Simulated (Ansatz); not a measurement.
C₃H₅OSi, SMILES `[C]#C[SiH2]OC` radical. Charge 0, multiplicity 2. All single points use the PBE0-D4/def2-TZVP geometry. It is one conformer, not always the lowest.

```xyz
10

C     2.438    0.982    1.515
C     1.390    0.392    1.359
Si   -0.182   -0.513    1.080
O    -1.030    0.167   -0.137
C    -0.536    0.298   -1.453
H     0.188   -1.917    0.768
H    -1.021   -0.421    2.292
H    -1.327    0.729   -2.069
H    -0.256   -0.675   -1.873
H     0.335    0.959   -1.483
```

(1) What is the dipole moment at ωB97M-V/def2-TZVPP? (Estimate.)

(2) And with PBE, r2SCAN, B3LYP? (Estimate.)

(3) Give the Mulliken charges with ωB97M-V, B3LYP, r2SCAN in def2-TZVPP. (Best estimate.)

## Answers

(1) Computed: 1.13 D, with components (0.15, -0.30, -1.07) D in this frame, pointing from negative to positive charge.

(2) Ansatz gave: PBE 1.41 D, r2SCAN 1.17 D, B3LYP 1.16 D.

(3) Ansatz gave: 
| atom | ωB97M-V | B3LYP | r2SCAN |
| --- | --- | --- | --- |
| C1 | -0.05 | -0.03 | -0.01 |
| C2 | -0.16 | -0.17 | -0.22 |
| Si3 | 0.44 | 0.52 | 0.55 |
| O4 | -0.36 | -0.37 | -0.37 |
| C5 | -0.18 | -0.13 | 0.00 |
| H6 | -0.03 | -0.08 | -0.08 |
| H7 | -0.02 | -0.06 | -0.07 |
| H8 | 0.13 | 0.12 | 0.07 |
| H9 | 0.12 | 0.10 | 0.06 |
| H10 | 0.12 | 0.11 | 0.07 |

B3LYP here is the variant with VWN-RPA as its local correlation; programs differ in this.
